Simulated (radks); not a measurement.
Values are calculated unless marked as measured or tabulated.
Question: Neutral technetium, [Kr] 4d5 5s2. Level of theory: non-relativistic Kohn-Sham, exchange-only B88, spin-polarised, spherical densities, point nucleus (a radial shooting solver on a logarithmic mesh with Libxc functionals). Every spin shell is full or empty, so the densities are truly spherical. Functionals are evaluated on that one density, not self-consistently. Rank these orbital-free kinetic functionals by their error against the exact value of the orbitals, and give that value: Thomas-Fermi, von Weizsacker, TF + vW, TF + vW/9, TF + vW/5, LC94, APBEK, revAPBEK, Perdew 92, Thakkar, Pearson, LKT, PG1, DePristo-Kress, Ernzerhof.

Answer: Exact: 4204.84 hartree. From best to worst, with 100 (|E| - |E exact|)/|E exact| (equal figures are ties): DePristo-Kress -0.06, LC94 +0.08, APBEK +0.14, revAPBEK +0.34, Ernzerhof -0.37, Thakkar -0.51, Perdew 92 -0.67, TF + vW/9 -0.68, Pearson -0.96, TF + vW/5 +3.21, Thomas-Fermi -5.53, PG1 +16.03, LKT +20.35, TF + vW +38.17, von Weizsacker -56.30.
